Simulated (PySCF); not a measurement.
Correlation energy of Kr⁺ (krypton, charge +1)

[Ar] 3d10 4s2 4p4 5s1, 5s spin antiparallel (an excited configuration). Computed with PySCF 2.14 in aug-cc-pVTZ-PP with one added diffuse shell each of s, d, f type with ECP10MDF (7s5p5d3f, 68 functions), with a scalar-relativistic core potential. Frozen: 3s2 3p6 3d10; 7 electrons correlated.

MP2 pair energies summed by pair of shells (mhartree):

| pair | energy | share (%) |
| --- | --- | --- |
| 4p-4p | -50.61 | 40.2 |
| 4s-4p | -50.32 | 39.9 |
| 4p-5s | -13.86 | 11.0 |
| 4s-4s | -8.26 | 6.6 |
| 4s-5s | -3.00 | 2.4 |

Total MP2 correlation energy: -126.05 mhartree.

Same-spin part -29.44 and opposite-spin part -96.61 mhartree; SCS-MP2 scales them by 1/3 and 6/5 to -125.74 mhartree.
